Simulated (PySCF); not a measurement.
Compound: C10H20.
SMILES with atom numbers: `[CH3:1][CH2:2][CH2:3][CH2:4][CH:5]1[CH2:6][CH2:7][CH2:8][CH2:9][CH2:10]1` (hydrogens: H11, H12, H13 on C1; H14, H15 on C2; H16, H17 on C3; H18, H19 on C4; H20 on C5; H21, H22 on C6; H23, H24 on C7; H25, H26 on C8; H27, H28 on C9; H29, H30 on C10)

Theory: PySCF 2.14.0, PBE0-D3(BJ)/def2-SVP geometry optimisation, gas phase.

List the bond lengths, angles and torsions at this level.

```tsv
bond	length (bohr)
C1–C2	2.873
C2–C3	2.878
C3–C4	2.877
C4–C5	2.886
C5–C6, C5–C10	2.892
C6–C7, C9–C10	2.882
C7–C8, C8–C9	2.881
C1–H11, C1–H12, C1–H13	2.082
C2–H14, C2–H15	2.087
C3–H16, C3–H17	2.088
C4–H18, C4–H19	2.089
C5–H20	2.095
C6–H21, C10–H30	2.083
C6–H22, C10–H29	2.091
C7–H23, C9–H27	2.089
C7–H24, C9–H28	2.083
C8–H25	2.089
C8–H26	2.083
```

Bonds in one row agree within 0.02 bohr and their mean is given. A selection of angles:
```tsv
angle	degrees
C1–C2–C3	113.5
C2–C3–C4	113.4
C3–C4–C5	115.5
C4–C5–C6	111.0
C4–C5–C10	113.0
C6–C5–C10	110.1
C5–C6–C7	112.6
C6–C7–C8	111.4
C7–C8–C9	111.0
C5–C10–C9	112.4
```

Torsions: C1–C2–C3–C4 179° (antiperiplanar); C2–C3–C4–C5 176° (antiperiplanar); C3–C4–C5–C6 -173° (antiperiplanar); C4–C5–C6–C7 180° (antiperiplanar); C5–C6–C7–C8 55° (synclinal); C6–C7–C8–C9 -55° (synclinal); C7–C8–C9–C10 55° (synclinal); C8–C9–C10–C5 -55° (synclinal); C4–C5–C10–C9 178° (antiperiplanar). The mirror-image conformer, all signs reversed, is as good.

Of the pairs four or more bonds apart, H16···H30 is among the closest relative to their van der Waals radii: 2.22 Å, 92 % of the sum of Bondi's values. The 6-membered ring C5–C6–C7–C8–C9–C10 has internal angles of 110.1° to 112.6° (sum 669°, against 720° for a flat polygon); it is puckered, 0.23 Å rms from its mean plane, widest ring torsion 55°.

Point group: C1 (no symmetry element, even within 0.4 Å). Stationary, but not proved a minimum. One conformer, not necessarily the lowest.
